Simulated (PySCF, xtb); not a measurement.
SiBr2, SMILES Br[Si]Br (connectivity only; charge and spin as stated), neutral, multiplicity 1.

GFN2-xTB (xtb) at its own geometry gives an orbital gap of 2.45 eV and a dipole moment of 3.51 D.

The structure is a stationary point at B3LYP-D3(BJ)/def2-TZVP. The isomer is the one that the SMILES or the coordinates give; other isomers of the formula were not compared.

Problem. What does PySCF with PBE/def2-TZVPD give? (Estimate from the structure and the level; the computed values follow.)

Solution. gap 2.68 eV (levels -6.57 and -3.89 eV), dipole 0.83 D.
